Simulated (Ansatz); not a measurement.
**Four-centre ligand exchange**

Start structure (GeH₆S, closed shell), relaxed at PBE0-D4/def2-TZVP:

```csv
atom,x (Å),y (Å),z (Å)
Ge1,-0.9667,-0.8725,-0.5982
H2,0.4261,-0.7641,-1.2342
H3,-1.8632,-1.7281,-1.5089
H4,-1.5809,0.5263,-0.4615
H5,-0.8605,-1.5369,0.7785
H6,2.3533,0.7744,0.8704
S7,1.3551,1.3474,1.5595
H8,1.1368,2.2535,0.5945
```

The step: GeH₄ + H₂S → GeH₄S ([SH][GeH3]) + H₂; bonds formed: Ge1–S7, H2–H6; bonds broken: Ge1–H2, H6–S7. Ansatz 0.2.0; basis: def2-TZVPP and def2-QZVPP; cores frozen in the correlated methods. Filled d shells of the heavier atoms are correlated. The def2 sets are not built for correlating such inner shells, so the correlated values are less sure here. Extrapolation: Hartree–Fock as exp(−7.88 √X), correlation as X^−2.97. Energies below are by CCSD(T) at an estimated basis limit (MP2 extrapolated from triple and quadruple zeta, plus CCSD(T) − MP2 in triple zeta).

Problem. What are the electronic barrier and the energy of the step, from the start structure to the end structure? (Judge from chemistry; the value comes from the calculation.)

Solution. By the calculation: Barrier 57.26 kcal/mol; step energy -4.80 kcal/mol (downhill); reverse barrier, their difference, 62.05 kcal/mol. Barrier and step energy count from the start structure, the reverse barrier from the end structure.

The saddle point: One imaginary mode of 1445i cm⁻¹.
```csv
pair,start (Å),saddle (Å),end (Å)
Ge1–S7,3.87,2.65,2.23
H2–H6,3.24,0.98,0.75
Ge1–H2,1.53,1.83,3.95
H6–S7,1.34,1.69,3.15
```

Zero-point energy (harmonic, PBE0-D4): ZPE is 28.84 kcal/mol at the start and 27.93 kcal/mol at the saddle, so the barrier goes from 57.26 to 56.34 kcal/mol.

The T1 diagnostic stays at or below 0.015.

Labels in which every atom is bracketed show which atoms are joined, not bond orders.

For scale, one of the runs: CCSD(T)/def2-TZVPP, 174 basis functions, launched by `ansatz run in.yaml --threads 2 --pin off --events-out ev --progress --plain --max-ram 4352MiB`. Hardware: 2 CPU threads, shared host. Wall time 38 s; peak host memory 1.4 GiB.
